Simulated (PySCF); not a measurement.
iodine (I₂), singlet, geometry from GFN2-xTB (core potentials on I); PySCF with DF-B3LYP5/def2-SVP.

The PySCF input:
```python
from pyscf import gto, scf, dft

mol = gto.M(
    atom='''
I    -0.000000   -0.000000   -1.331921
I     0.000000    0.000000    1.331921
''',
    basis='def2-svp',
    ecp={'I': 'def2-svp'},
    charge=0,
    spin=0,
    verbose=4,
)

mf = dft.RKS(mol)
mf.xc = 'b3lyp5'
mf = mf.density_fit(auxbasis='def2-universal-jkfit')
mf.kernel()
```

It wrote (shortened):

```
PySCF version 2.14.0

[INPUT] verbose = 4
[INPUT] num. atoms = 2
[INPUT] num. electrons = 50
[INPUT] charge = 0
[INPUT] spin (= nelec alpha-beta = 2S) = 0
[INPUT] symmetry False subgroup None
[INPUT] Mole.unit = angstrom
[INPUT] Symbol           X                Y                Z      unit          X                Y                Z       unit  Magmom
[INPUT]  1 I      0.000000000000   0.000000000000  -1.331921000000 AA    0.000000000000   0.000000000000  -2.516965909557 Bohr   0.0
[INPUT]  2 I      0.000000000000   0.000000000000   1.331921000000 AA    0.000000000000   0.000000000000   2.516965909557 Bohr   0.0

nuclear repulsion = 124.157422559221
number of shells = 20
number of NR pGTOs = 122
number of NR cGTOs = 52
basis = def2-svp
ecp = {'I': 'def2-svp'}

******** <class 'pyscf.df.df_jk.DFRKS'> ********
method = DFRKS
initial guess = minao
damping factor = 0
level_shift factor = 0
DIIS = <class 'pyscf.scf.diis.CDIIS'>
diis_start_cycle = 1
diis_space = 8
diis_damp = 0
SCF conv_tol = 1e-09
SCF conv_tol_grad = None
SCF max_cycles = 50
direct_scf = False
XC library pyscf.dft.libxc version 7.1.2
    S. Lehtola, C. Steigemann, M. J. T. Oliveira, and M. A. L. Marques,  SoftwareX 7, 1–5 (2018)
XC functionals = b3lyp5
    P. A. M. Dirac,  Math. Proc. Cambridge Philos. Soc. 26, 376 (1930)
    F. Bloch,  Z. Phys. 57, 545 (1929)
    A. D. Becke,  Phys. Rev. A 38, 3098 (1988)
    C. Lee, W. Yang, and R. G. Parr,  Phys. Rev. B 37, 785 (1988)
    B. Miehlich, A. Savin, H. Stoll, and H. Preuss,  Chem. Phys. Lett. 157, 200 (1989)
    S. H. Vosko, L. Wilk, and M. Nusair,  Can. J. Phys. 58, 1200 (1980)
radial grids:
    Treutler-Ahlrichs [JCP 102, 346 (1995); DOI:10.1063/1.469408] (M4) radial grids

becke partition: Becke, JCP 88, 2547 (1988); DOI:10.1063/1.454033
pruning grids: <function nwchem_prune>
grids dens level: 3
symmetrized grids: False
atomic radii adjust function: <function treutler_atomic_radii_adjust>
small_rho_cutoff = 0
Set gradient conv threshold to 3.16228e-05
Initial guess from minao.
tot grids = 43920
******** <class 'pyscf.df.df.DF'> ********
auxbasis = def2-universal-jkfit
init E= -532.819237893574
  HOMO = -1.51519813081489  LUMO = -1.45939637221921  gap/eV = 1.51844
cycle= 1 E= -593.281282137495  delta_E= -60.5  |g|= 3.75  |ddm|= 11.7
  HOMO = -0.00500879472104845  LUMO = 0.114224813112581  gap/eV = 3.24451
cycle= 2 E= -594.243486548802  delta_E= -0.962  |g|= 2.49  |ddm|=  9.4
  HOMO = -0.294617334781217  LUMO = -0.183969346268766  gap/eV = 3.01089
cycle= 3 E= -595.374080707862  delta_E= -1.13  |g|= 0.339  |ddm|= 3.78
  HOMO = -0.248515038430445  LUMO = -0.131785356981756  gap/eV = 3.17638
cycle= 4 E= -595.40430369991  delta_E= -0.0302  |g|= 0.147  |ddm|= 0.675
  HOMO = -0.25258502333305  LUMO = -0.135702164579852  gap/eV = 3.18054
cycle= 5 E= -595.411668993821  delta_E= -0.00737  |g|= 0.00774  |ddm|= 0.178
  HOMO = -0.254740761922651  LUMO = -0.137965499965307  gap/eV = 3.17762
cycle= 6 E= -595.411687016717  delta_E= -1.8e-05  |g|= 0.00042  |ddm|= 0.0178
  HOMO = -0.254666182959989  LUMO = -0.137864565971253  gap/eV = 3.17833
cycle= 7 E= -595.411687064276  delta_E= -4.76e-08  |g|= 6.77e-06  |ddm|= 0.000974
  HOMO = -0.254665697193562  LUMO = -0.137862768209666  gap/eV = 3.17837
cycle= 8 E= -595.41168706429  delta_E= -1.44e-11  |g|= 3.16e-07  |ddm|= 1.35e-05
  HOMO = -0.254665750954466  LUMO = -0.137862903494015  gap/eV = 3.17837
Extra cycle  E= -595.411687064291  delta_E= -5.68e-13  |g|= 1.89e-07  |ddm|= 8.1e-07
converged SCF energy = -595.411687064291
```
